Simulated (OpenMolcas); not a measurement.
Computed levels of 5d4 in ions with 72 electrons, in cm-1 above 5D0.

```yaml
Program: OpenMolcas 26.06
Method: CASSCF
Basis: ANO-R3
Scalar_Hamiltonian: X2C, finite nucleus
Spin-orbit_coupling: state interaction with AMFI integrals over the reference wave functions, term energies averaged over their components
```

Active space for each ion: 4 electrons in 5 orbitals (5d).

```csv
Level,W2+,Re3+,Os4+,Pt6+,Au7+
5D1,1644,2496,3578,6509,8393
5D2,3600,5203,7132,12065,15100
5D3,5522,7696,10206,16312,19917
5D4,7312,9867,12664,18941,22353
3H4,16304,19225,22222,29236,33475
3H5,19259,23237,27333,36474,41644
3G3,19640,23257,26886,34851,39337
3P1(1),19775,23864,28088,37563,42941
3F2(1),20509,24347,28147,36286,40762
```

Task: Estimate 5D4, 3H4, 3H5 for Ir5+ from its neighbours Os4+ and Pt6+.

Result: 5D4 is fine structure, which grows about as the fourth power of a screened charge, so the fourth roots are averaged: ((12664^0.25 + 18941^0.25) / 2)^4 = 15566. The calculation gives 15733, so the estimate is off by -1.1 %.
3H4 is another term, which grows about linearly with the charge: (22222 + 29236) / 2 = 25729. The calculation gives 25547, so the estimate is off by +0.7 %.
3H5 is another term, which grows about linearly with the charge: (27333 + 36474) / 2 = 31904. The calculation gives 31760, so the estimate is off by +0.5 %.

Mixed levels, with the weight of the term that names them: W2+ 3H4 (66 %), W2+ 3G3 (58 %), Re3+ 3H4 (63 %), Re3+ 3G3 (61 %), Os4+ 5D0 (74 %), Os4+ 3H4 (61 %), Os4+ 3G3 (62 %), Ir5+ 5D0 (68 %), Ir5+ 5D4 (72 %), Ir5+ 3H4 (59 %), Ir5+ 3G3 (63 %), Ir5+ 3F2(1) (71 %), Pt6+ 5D0 (64 %), Pt6+ 5D4 (64 %), Pt6+ 3H4 (56 %), Pt6+ 3G3 (63 %), Pt6+ 3F2(1) (66 %), Au7+ 5D0 (59 %), Au7+ 5D4 (55 %), Au7+ 3H4 (54 %), Au7+ 3G3 (63 %), Au7+ 3P1(1) (72 %), Au7+ 3F2(1) (62 %).

Without dynamic correlation excited terms often stand tens of per cent too high (terms of higher spin than the ground term too low), and those without a measured partner can miss by more than the paired ones. Configurations with an s electron lie low in 5d ions of this charge, fall among these levels and mix in, so low-spin terms can stand far too high, up to twice their true height, and weights are not those of the real levels (holds for W2+). Some levels mix across a computed gap that differs much from the measured one, so their mixing is not that of the real levels (holds for W2+; Re3+). Levels of configurations outside the active space are missing.

A number in round brackets counts repeated terms of one configuration in the order of the reference energies.
